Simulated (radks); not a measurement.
Q: All-electron atom: Tm7+ in [Kr] 4d10 4f(5/2: 6, 7/2: 3) 5s2 5p(1/2: 2, 3/2: 3) (not the ground configuration). Method: Dirac Kohn-Sham, relativistic LDA (MacDonald-Vosko exchange, VWN5 correlation), spin-unpolarised, spherical densities, finite nucleus; Fermi nuclear charge, rms radius 5.2256 fm; computed with a radial shooting solver on a logarithmic mesh with Libxc functionals.

Spin-orbit splittings of the eigenvalues, e(l+1/2) - e(l-1/2), with zeta = 2 splitting/(2l+1) and mean radii in bohr:

| shell | occ. | splitting (eV) | zeta (eV) | <r> j=l-1/2 | <r> j=l+1/2 |
|---|---|---|---|---|---|
| 2p | 6 | 968.2 | 645.4 | 0.07031 | 0.07766 |
| 3p | 6 | 204.5 | 136.3 | 0.2109 | 0.2247 |
| 3d | 10 | 44.91 | 17.97 | 0.1976 | 0.2019 |
| 4p | 6 | 47.27 | 31.52 | 0.5034 | 0.5342 |
| 4d | 10 | ? | ? | 0.5555 | 0.5659 |
| 4f | 9 | 1.525 | 0.4357 | 0.6475 | 0.6542 |
| 5p | 5 | 8.538 | 5.692 | 1.205 | 1.273 |

Estimate the 4d splitting.

A: 8.804 eV (zeta = 3.522 eV).
